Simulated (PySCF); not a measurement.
This PySCF input asks for the NMR shieldings of `InChI=1S/C9H13F/c1-2-8-3-5-9(10,7-8)6-4-8/h3,5H,2,4,6-7H2,1H3/t8-,9-/m1/s1`; the geometry comes from PBE0-D3(BJ)/def2-SVP.

```python
import basis_set_exchange as bse
import numpy as np
from pyscf import gto, dft
from pyscf.prop import nmr

atoms = """
C     2.623464   -0.028622   -0.228115
C     1.381323    0.658658   -0.773545
C     0.085663    0.220930   -0.116431
C    -0.034814    0.456730    1.381706
C    -1.022207   -0.320596    1.842902
C    -1.573704   -1.062014    0.649985
F    -2.306334   -2.176181    0.941430
C    -2.343234   -0.029106   -0.206181
C    -1.201104    0.863697   -0.732865
C    -0.310523   -1.267872   -0.181208
H     2.603594   -1.111665   -0.423451
H     3.537409    0.374038   -0.689809
H     2.711744    0.106270    0.861339
H     1.476060    1.752343   -0.652042
H     1.303025    0.483808   -1.860279
H     0.511258    1.227096    1.931445
H    -1.472783   -0.339267    2.836654
H    -3.094031    0.511765    0.386529
H    -2.867338   -0.558614   -1.016095
H    -1.301975    1.918657   -0.439047
H    -1.139084    0.831842   -1.831996
H     0.407076   -1.932738    0.318915
H    -0.516941   -1.622211   -1.203771
"""
names = dict.fromkeys(["C", "F", "H"], "pcSseg-1")
basis = {el: gto.basis.parse(bse.get_basis(n, elements=[el], fmt="nwchem")) for el, n in names.items()}
mol = gto.M(atom=atoms, basis=basis, charge=0, verbose=0)
mf = dft.RKS(mol, xc="PBE0")
mf.grids.level = 2
mf.grids.alignment = dft.numint.BLKSIZE   # the property module wants whole blocks of grid points
mf.conv_tol = 1e-9
mf.kernel()

calc = nmr.RKS(mf)   # GIAO
C = mf.mo_coeff
Co = C[:, mf.mo_occ > 0]
resp = mf.gen_response(singlet=True, hermi=2)
def vind(x):   # induced exchange potential for any number of trial vectors
    d = np.einsum("pi,xij,qj->xpq", C, 2 * x.reshape(-1, C.shape[1], Co.shape[1]), Co, optimize=True)
    return np.einsum("xpq,pi,qj->xij", resp(d - d.transpose(0, 2, 1)), C, Co, optimize=True).ravel()
mo1, _ = nmr.rhf.solve_mo1(calc, with_cphf=vind)
sigma = calc.kernel(mo1)
for i, s in enumerate(sigma):   # ppm
    w = np.linalg.eigvalsh((s + s.T) / 2)
    print("%2d %-2s iso %8.1f  s11 %8.1f  s22 %8.1f  s33 %8.1f" % (i, mol.atom_pure_symbol(i), w.mean(), *w))
```

Q: What are the results?

A: 
```
 0 C  iso    171.3  s11    161.9  s22    168.0  s33    184.1
 1 C  iso    154.4  s11    141.0  s22    151.2  s33    171.0
 2 C  iso    132.2  s11    117.7  s22    137.1  s33    141.8
 3 C  iso     38.4  s11    -68.3  s22     34.9  s33    148.7
 4 C  iso     37.3  s11    -66.6  s22     36.2  s33    142.4
 5 C  iso     77.8  s11     42.9  s22     57.5  s33    133.1
 6 F  iso    380.8  s11    366.4  s22    380.7  s33    395.4
 7 C  iso    151.0  s11    133.1  s22    150.6  s33    169.4
 8 C  iso    147.7  s11    127.5  s22    145.0  s33    170.7
 9 C  iso    127.8  s11     98.2  s22    134.2  s33    150.8
10 H  iso     30.3  s11     25.4  s22     29.8  s33     35.9
11 H  iso     30.2  s11     25.4  s22     27.0  s33     38.2
12 H  iso     30.3  s11     25.4  s22     29.6  s33     35.9
13 H  iso     29.7  s11     24.8  s22     29.1  s33     35.2
14 H  iso     30.0  s11     24.7  s22     29.9  s33     35.4
15 H  iso     25.2  s11     23.7  s22     25.1  s33     26.9
16 H  iso     24.8  s11     23.8  s22     24.4  s33     26.1
17 H  iso     29.8  s11     25.7  s22     27.0  s33     36.8
18 H  iso     29.3  s11     25.5  s22     27.0  s33     35.4
19 H  iso     30.2  s11     25.6  s22     28.1  s33     37.0
20 H  iso     29.7  s11     25.2  s22     28.5  s33     35.4
21 H  iso     29.7  s11     25.8  s22     29.4  s33     33.8
22 H  iso     30.2  s11     26.7  s22     28.0  s33     35.9
```

These numbers come from an equivalent density-fitted implementation of the same equations, which agrees with the script to about 0.01 ppm for H and up to a few tenths of a ppm for heavy atoms, so last digits may differ.

Q: Turn these shieldings into chemical shifts. Referencing at the same level of theory: 13C (184.41 ppm), 1H (31.27 ppm) vs TMS; 19F (177.25 ppm) vs CFCl3.

A: Averaging equivalent atoms: C 4: 147.1; C 3: 146.0; C 5: 106.6; C 9: 56.7; C 2: 52.2; C 8: 36.7; C 7: 33.4; C 1: 30.0; C 0: 13.1; F 6: -203.6; H 16: 6.47; H 15: 6.02; H 18: 1.98; H 21: 1.62; H 13: 1.56; H 20: 1.55; H 17: 1.43; H 14: 1.25; H 22: 1.07; H 19: 1.06; H 10/11/12: 0.99 ppm. Unscaled 19F shifts against computed CFCl3 carry errors that often reach 10 to 50 ppm.

Size and cost of the density-fitted run: 235 basis functions, 73 s wall time on 1 thread of an x86-64 server CPU, shared host.
